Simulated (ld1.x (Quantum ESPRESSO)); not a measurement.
**An all-electron radial function and its pseudo partner (nitrogen (N))**

Columns: radius, all-electron u(r) and pseudo u(r) of the 2p shell (level -7.24 eV) of nitrogen in the configuration [He] 2s2 2p3; LDA (PZ), scalar-relativistic, TM scheme, ld1.x (Quantum ESPRESSO) 7.5.

```csv
r (bohr),all-electron,pseudo
0.065,0.0347,0.0163
0.130,0.1124,0.0634
0.195,0.2075,0.1370
0.260,0.3054,0.2297
0.325,0.3981,0.3329
0.390,0.4817,0.4372
0.455,0.5543,0.5341
0.520,0.6154,0.6172
0.585,0.6653,0.6827
0.650,0.7048,0.7300
0.715,0.7347,0.7608
0.780,0.7560,0.7781
0.845,0.7698,0.7856
0.910,0.7771,0.7866
0.975,0.7788,0.7834
1.040,0.7759,0.7776
1.105,0.7692,0.7695
1.170,0.7592,0.7593
1.235,0.7467,0.7467
1.300,0.7320,0.7320
1.365,0.7158,0.7158
1.430,0.6982,0.6982
1.495,0.6798,0.6798
1.560,0.6606,0.6606
1.625,0.6410,0.6410
1.690,0.6211,0.6211
```

(1) How many radial nodes do the two functions have?

(2) At about which radius was the pseudo-wave matched?

(3) Is the pseudo-wave norm-conserving?

Answers

(1) The all-electron 2p function has n − l − 1 = 0; the pseudo-wave has 0.

(2) 1.25 bohr. The columns agree to 0.0005 from 1.10 bohr on; several derivatives are matched, so the curves merge somewhat inside the radius.

(3) Yes: the TM scheme keeps the norm inside the radius equal to the all-electron one, which fixes the energy derivative of the logarithmic derivative at the level.
